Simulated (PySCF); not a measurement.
**Electron correlation in Pm(46+) (promethium, charge +46)**

[Ne] 3s2 3p3, high-spin 4S determinant. Computed with PySCF 2.14 in an even-tempered Gaussian basis (18 s from 10 bohr⁻², ratio 2.5; 12 p from 13 bohr⁻², ratio 2.5; 4 d from 52 bohr⁻², ratio 2.7; 4 f from 77 bohr⁻², ratio 2.7), with the spin-free X2C one-electron Hamiltonian (Gaussian nucleus). Frozen: 1s2; 13 electrons correlated; the 21 highest virtual orbitals of each spin left out.

| level | correlation energy (mhartree) |
| --- | --- |
| CCSD | -542.25 |
| (T) | -0.68 |
| CCSD(T) | -542.93 |

Diagnostics: T1 = 0.00020, D1 = 0.0006, largest double amplitude 0.019.

Q: Is a single reference adequate?

A: Yes, within this model without spin-orbit coupling: T1 lies below 0.03 and no double amplitude reaches 0.07.

At this charge the one-electron X2C treatment keeps the bare 1/r₁₂, with no two-electron picture change or Breit term. The effect here is smaller than on the frozen 1s shell; and a scalar Hamiltonian misses the large spin-orbit splitting of the p shells, which matters for ns² → np² pairs.

Spin-orbit coupling is strong in this species, so the high-spin LS determinant is a model state.
